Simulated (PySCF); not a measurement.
PySCF 2.14 output of an unrestricted r2SCAN0 calculation on a single atom or ion in aug-cc-pVDZ-DK, with the spin-free X2C one-electron Hamiltonian (Gaussian nucleus):

```
SCF conv_tol = 1e-09
number electrons alpha = 15  beta = 9
    M. Bursch, H. Neugebauer, S. Ehlert, and S. Grimme.,  J. Chem. Phys. 156, 134105 (2022)
cycle= 1 E= -1157.62191553152  delta_E= -0.00501  |g|= 0.0139  |ddm|= 0.584
cycle= 2 E= -1157.62198944838  delta_E= -7.39e-05  |g|= 0.00557  |ddm|= 0.141
cycle= 3 E= -1157.62200041316  delta_E= -1.1e-05  |g|= 0.00121  |ddm|= 0.0492
cycle= 4 E= -1157.6220016175  delta_E= -1.2e-06  |g|= 0.000146  |ddm|= 0.0129
cycle= 5 E= -1157.62200203095  delta_E= -4.13e-07  |g|= 9.85e-05  |ddm|= 0.00468
cycle= 6 E= -1157.6220024163  delta_E= -3.85e-07  |g|= 2.41e-05  |ddm|= 0.00843
cycle= 7 E= -1157.62200244113  delta_E= -2.48e-08  |g|= 1.36e-06  |ddm|= 0.00278
cycle= 8 E= -1157.62200244119  delta_E= -5.89e-11  |g|= 1.07e-07  |ddm|= 0.000164
converged SCF energy = -1157.62200244119  <S^2> = 12.000559  2S+1 = 7.0001599
```

The run itself started from symmetry-adapted Hartree-Fock orbitals and held the occupation by maximum overlap, on a logarithmic radial grid, so the iterations belong to that start.

**Question.** Which element, charge and spin multiplicity is this?

**Answer.** Mn⁺ (manganese, charge +1), multiplicity 7; the state was [Ar] 3d4 4s1 5s1, high-spin 7D determinant (an excited configuration).

The outer electron is Rydberg-like, and this basis confines it to a smaller radius and binds it less than a complete one would.
